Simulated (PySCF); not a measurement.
TiCl4, SMILES [Cl][Ti]([Cl])([Cl])[Cl], multiplicity 1.

Geometry: PBE0-D3(BJ)/def2-SVP. The spin state was assumed, not searched. The isomer is the one that the SMILES or the coordinates give; other isomers of the formula were not compared.

The numbers are results of TDDFT-PBE/def2-SVPD run with PySCF 2.14.0, not measurements.

Vertical excitations; the highest root listed may be one member of a degenerate set.  State labels are in the subgroup Cs.

Computed UV-visible absorptions:
```csv
state,symmetry,energy (eV),λ (nm),f,main pairs
S1,A",3.68,337,0.000,"HOMO→LUMO, HOMO−1→LUMO+1 (degenerate set)"
S2,A',3.68,337,0.000,"HOMO−2→LUMO, HOMO→LUMO+1, HOMO−1→LUMO (degenerate set)"
S3,A",3.68,337,0.000,"HOMO−1→LUMO+1, HOMO−2→LUMO+1, HOMO→LUMO (degenerate set)"
S4,A',3.87,320,0.016,HOMO−1→LUMO (degenerate set)
S5,A',3.87,320,0.016,"HOMO→LUMO+1, HOMO−2→LUMO (degenerate set)"
S6,A",3.87,320,0.016,"HOMO−2→LUMO+1, HOMO→LUMO, HOMO−1→LUMO+1 (degenerate set)"
S7,A",4.49,276,0.000,"HOMO−3→LUMO, HOMO−4→LUMO+1, HOMO−2→LUMO+4, HOMO→LUMO+2 (degenerate set)"
S8,A',4.49,276,0.000,"HOMO−3→LUMO+1, HOMO−5→LUMO+1, HOMO−4→LUMO, HOMO−1→LUMO+2 (degenerate set)"
S9,A",4.49,276,0.000,"HOMO−5→LUMO, HOMO−4→LUMO+1, HOMO−1→LUMO+3, HOMO−2→LUMO+3 (degenerate set)"
S10,A",4.49,276,0.000,"HOMO−2→LUMO+4 33 %, HOMO→LUMO+2 33 %, HOMO−1→LUMO+3 33 %"
T1,A',3.52,352,0,"HOMO−1→LUMO, HOMO−2→LUMO (degenerate set)"
T2,A",3.52,352,0,"HOMO−2→LUMO+1, HOMO→LUMO, HOMO−1→LUMO+1 (degenerate set)"
T3,A',3.52,352,0,"HOMO→LUMO+1, HOMO−2→LUMO (degenerate set)"
T4,A',3.60,345,0,"HOMO−2→LUMO 61 %, HOMO→LUMO+1 25 %, HOMO−1→LUMO 14 %"
```
Triplets are in the Tamm–Dancoff approximation, which puts them higher than full response would, so one can lie above its singlet here.
